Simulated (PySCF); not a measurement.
Species: C3H10OSi.
InChI=1S/C3H10OSi/c1-3-4-5-2/h3,5H2,1-2H3

Torsions of this conformer, `[CH3:1][CH2:2][O:3][SiH2:4][CH3:5]`: C1–C2–O3–Si4 180°, C2–O3–Si4–C5 180°.

The closed-shell ground state was solved at several levels (PySCF, density fitting, gas phase, non-relativistic). Isolated species at its PBE0-D3(BJ)/def2-SVP geometry (one conformer only).

```
        level  basis functions  HOMO (eV)  LUMO (eV)  gap (eV)  dipole (D)
PBE0/pcSseg-1              142      -7.84       1.04      8.88        0.36
 PBE/pcSseg-2              327      -6.39      -0.24      6.15        0.16
```

(1) What might wB97X-D/def2-SVPD (187 basis functions) give for the same quantities?

(2) Over all these levels, which gives the widest orbital gap and which the narrowest?

(3) How far do the dipole and the HOMO energy spread over the levels?

Answers

(1) HOMO -9.79 eV, LUMO 2.30 eV, gap 12.09 eV, dipole 0.28 D.

(2) wB97X-D/def2-SVPD (range-separated hybrid) has the widest, 12.09 eV, and PBE/pcSseg-2 (GGA) the narrowest, 6.15 eV. Functional and basis both differ between the two, so the spread mixes both effects.

(3) The dipole runs from 0.16 to 0.36 D (mean 0.27 D) and the HOMO from -9.79 to -6.39 eV.
